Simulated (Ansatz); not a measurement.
Cartesian coordinates in Å:
```
O 1.340 -0.428 -1.161
C 0.733 0.051 -0.040
F 1.647 0.521 0.871
C -0.413 0.981 -0.294
Ge -0.970 -0.659 0.650
H 1.799 -1.245 -0.940
H -0.401 1.896 0.289
H -0.693 1.108 -1.334
H -1.716 -1.708 -0.167
H -1.324 -0.516 2.124
```

Charge 0, multiplicity 1.

Question: List the r2SCAN/def2-TZVPP orbital energies in eV (Ansatz 0.2.0). (An estimate is asked.)

Answer: Ansatz gave: Occupied: -10834.20, -1349.32, -1199.38, -1199.36, -1199.36, -666.18, -516.68, -276.78, -273.28, -167.50, -117.21, -117.18, -117.18, -31.90, -30.54, -30.51, -30.46, -30.44, -30.39, -27.92, -20.31, -15.81, -14.64, -13.96, -12.24, -11.72, -10.70, -10.49, -9.67, -8.98, -8.32, -7.34, -5.69. Lowest empty: -0.60, 0.15, 0.75, 1.04, 1.42, 2.87, 3.54, 3.79.
